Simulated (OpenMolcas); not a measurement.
# Ir2+: moving or changing the point charges

Ir2+ among 6 point charges of -1 e arranged as an octahedron (Oh), 2.23 Å from the ion.

- Program: OpenMolcas
- Method: SS-CASPT2, IPEA 0.25 Eh, imaginary shift 0.1 Eh (closed shells correlated: 5s 5p)
- Basis: ANO-RCC-VTZP [8s7p5d3f1g]
- Scalar Hamiltonian: DKH2, point nucleus
- Active space: 7 electrons in 5 orbitals (5d)
- State averaging: 2S+1 = 4 even, 10 roots; 2S+1 = 2 even, 40 roots
- Spin-orbit coupling: state interaction with AMFI integrals over the reference wave functions

Runs around this geometry, states (labels of O, the rotations of Oh). Energies in cm-1 above the lowest state or level, χT in cm3 K/mol; under a threefold ground state the first gap can be a small split of the lowest multiplet, not the spin-orbit step.

| R (Å) | q (e) | Ground state | First state of that spin | First gap with spin-orbit (degeneracies) | χT at 300 K | First state of another spin |
| --- | --- | --- | --- | --- | --- | --- |
| 2.23 | -0.5 | 4T1 | 4T2 1970 | 450 (2, 4) | 4.315 | 2E 11650 |
| 2.23 | -1 | 4T1 | 4T2 3980 | 750 (2, 4) | 3.741 | 2E 10200 |
| 2.47 | -1 | 4T1 | 4T2 2640 | 580 (2, 4) | 4.065 | 2E 11340 |

Taking the first state of the same spin as R^-n, n = -ln(2640 / 3980) / ln(2.47 / 2.23) = 4.0 between the shortest and longest distance.

Scaling the charges by -0.5 / -1 = 0.50 scales the first state of the same spin by 1970 / 3980 = 0.49; with fixed orbitals a first-order splitting would follow the charge.

Roots that are degenerate in the reference are averaged as groups; the widest CASPT2 spread within a group is 330 cm-1 (the 3-fold group of multiplicity 4 near 1970 cm-1 above the lowest state of its run, R = 2.23, q = -0.5). Shifts and gaps below about the spread of the groups concerned are not significant. An orbital triplet at a regular site is open to Jahn-Teller coupling, which can distort the site and quench the lowest spin-orbit gaps and is left out. Point charges give a weaker field than real ligands, and real ions of this kind are as a rule low spin; the high spin found here belongs to the model. Free-ion shares, where given, are those of the reference states; single-state CASPT2 does not remix them. The ground term spreads over less than 5000 cm-1, several times less than with real ligands, so orbital moments are less quenched and χT lies further from the spin-only value than at real sites (holds for R = 2.23, q = -0.5). Point charges carry no covalency, so the field is a model and not that of real ligands. No measured value stands beside these numbers.
